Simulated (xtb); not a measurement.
(3Z)-3,4-difluoropenta-1,3-diene (C₅H₆F₂), SMILES C=C/C(F)=C(\C)F. All values are semi-empirical tight-binding results from xtb (GFN2-xTB unless named), good for trends rather than for accurate numbers. The structure is a stationary point at GFN2-xTB. Other conformers were not sampled.

Computed properties:
```
Quantity                                         Result
----------------------------------------  -------------
point group as xtb finds it                          Cs
orbital gap                                     3.49 eV
dipole moment                                    3.84 D
zero-point energy                         59.4 kcal/mol
G − E(el) at 298.15 K (modified RRHO)     39.0 kcal/mol
static polarisability (D4 model)             62.7 bohr³
solvation energy, GFN2-xTB/ALPB(water)    -4.3 kcal/mol
solvation energy, GFN2-xTB/ALPB(toluene)  -5.2 kcal/mol
```

Computed IR lines (harmonic; lines under 4 % of the strongest left out, lines within 3 cm⁻¹ merged):
ν (cm⁻¹): 467 (w), 553 (w), 745 (m), 887 (w), 946 (m), 994 (m), 1013 (m), 1026 (w), 1080 (vs), 1209 (vs), 1232 (m), 1395 (m), 1444 (w), 1462 (m), 1692 (s), 3001 (w), 3018 (w), 3088 (w), 3097 (m), 3149 (m) (against the strongest line: vs over 80 %, s over 45 %, m over 15 %, w over 4 %, vw less)
